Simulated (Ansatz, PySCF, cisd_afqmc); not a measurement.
System: SOF2, charge 0, singlet. SOF2 (SMILES O=S(F)F).
B3LYP-D3(BJ)/def2-TZVP minimum from Ansatz (a program for electronic structure):
```
S
O 1 1.4239
F 1 1.6063 2 106.51
F 1 1.6063 2 106.51 3 98.37
```

Atomisation energy term by term, kcal/mol (programs: Ansatz, cisd_afqmc). Radicals and triplets start from unrestricted determinants; spin-orbit coupling is neglected. Cores are frozen in correlated methods. Rows without X2C or -DK are non-relativistic. AFQMC is phaseless with a CISD trial state; ± is one standard error, without the phaseless bias. Outlying blocks are dropped, and bars are widened where a walk drifts. Over all cases where full CI ran beside it in this data, AFQMC minus full CI had a median of +0.1 mEh and passed +0.4 mEh in a tenth of the cases. CBS(X,Y): correlation extrapolated as X^-3, Hartree-Fock from the larger set (Q,5: extrapolated as (X+1)exp(-9√X)). A bracket is a step between two methods taken in the basis named. 'core' is core correlation in cc-pwCVTZ (1s frozen past Ne), 'X2C' scalar relativity in cc-pVTZ-DK, both at CCSD(T).

```
term                                                          basis  kcal/mol
-----------------------  ------------------------------------------  --------
Hartree-Fock                           CBS(cc-pV(Q+d)Z,cc-pV(5+d)Z)    149.47
CCSD correlation                       CBS(cc-pV(Q+d)Z,cc-pV(5+d)Z)    144.18
(T)                                    CBS(cc-pV(Q+d)Z,cc-pV(5+d)Z)     16.04
CCSDT(Q) - CCSD(T)                                      cc-pV(D+d)Z      1.40
core correlation                                          cc-pwCVTZ      0.82
scalar relativity                                   X2C, cc-pVTZ-DK     -0.85
minus zero-point energy  Hessian by PySCF at B3LYP-D3(BJ)/def2-TZVP     -5.86
sum: D0                                                                 305.2
```

The step beyond CCSD(T) by other levels: AFQMC/CISD in cc-pV(T+d)Z 0.24 ± 0.26; AFQMC/CISD in cc-pV(Q+d)Z 1.00 ± 0.27 kcal/mol.
